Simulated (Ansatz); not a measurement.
Coupled-cluster run, Ge₃H₁₀Si, SMILES `[SiH3][GeH2][GeH2][GeH3]`.

```yaml
crystal:
  periodic: [false, false, false]
  atoms:
    - {symbol: Si, position_ang: [1.141632, 1.886667, -0.997514]}
    - {symbol: Ge, position_ang: [0.012583, -0.092692, -1.677576]}
    - {symbol: Ge, position_ang: [-1.406471, -0.887225, 0.122920]}
    - {symbol: Ge, position_ang: [-0.099711, -1.141703, 2.147284]}
    - {symbol: H, position_ang: [2.000468, 2.421686, -2.086714]}
    - {symbol: H, position_ang: [0.147077, 2.923256, -0.613780]}
    - {symbol: H, position_ang: [1.993342, 1.584316, 0.183561]}
    - {symbol: H, position_ang: [1.040246, -1.189476, -2.015823]}
    - {symbol: H, position_ang: [-0.829335, 0.171460, -2.940221]}
    - {symbol: H, position_ang: [-2.055238, -2.231608, -0.256278]}
    - {symbol: H, position_ang: [-2.535361, 0.131275, 0.369934]}
    - {symbol: H, position_ang: [1.097214, -2.070665, 1.884581]}
    - {symbol: H, position_ang: [0.437558, 0.229089, 2.591964]}
    - {symbol: H, position_ang: [-0.944014, -1.734390, 3.287652]}
basis:
  gaussian: {orbitals: def2-SVP}
correlation: {method: ccsd_t}
```

```sh
$ ansatz run in.yaml --threads 3 --pin off --events-out ev --progress --plain --backend cuda
```

The program prints (abridged):

```
Functional definition: HF
1625 factors; integrals over basis functions are off by at most 1.5e-3 eV
mean field evaluation 1: about -177415.9109 eV, gradient 1.8e1 eV
mean field evaluation 2: about -177415.9134 eV, gradient 1.8e1 eV
mean field evaluation 4: about -177417.6103 eV, gradient 3.2e0 eV
mean field evaluation 8: about -177417.6317 eV, gradient 4.1e-5 eV
mean field -177417.63169810 eV, -6519.9777069151 hartree, gradient 2.1e-6 eV, S^2 0.000000; 0 other end points of the search recorded, 0 dependent functions left out
32 core orbitals not correlated: weight in the atoms' cores, before any rotation towards them, 1.000 or more for the frozen orbitals, at most 0.000 for the correlated occupied ones
reference -177417.63169810 eV, -6519.9777069151 hartree; 28, 28 occupied and 104, 104 virtual orbitals, 1625 factors
second order -22.13276990 eV of doubles, -0.00000000 eV of singles
cycle   1  -22.44177290 eV  change   -3.1e-1 eV  update   1.2e-1
cycle   2  -23.36363714 eV  change   -9.2e-1 eV  update   3.8e-2
cycle   3  -23.43968096 eV  change   -7.6e-2 eV  update   1.6e-2
cycle   4  -23.43282296 eV  change    6.9e-3 eV  update   3.6e-3
cycle   5  -23.43323296 eV  change   -4.1e-4 eV  update   9.3e-4
cycle   6  -23.43243408 eV  change    8.0e-4 eV  update   2.7e-4
cycle   7  -23.43227969 eV  change    1.5e-4 eV  update   6.9e-5
cycle   8  -23.43230467 eV  change   -2.5e-5 eV  update   1.8e-5
perturbative correction -0.68249175 eV, -0.0250811090 hartree
Total energy: -177441.74649451 eV, -6520.8639093377 hartree
```

Hardware: 3 threads of an AMD EPYC 7R13 on a shared host and a share of an NVIDIA H100 80 GB. Wall time 7 s, peak host memory 0.81 GiB.

The correlation energy is -24.115 eV, 2.8 % of it from (T); the T1 diagnostic reads 0.0103.
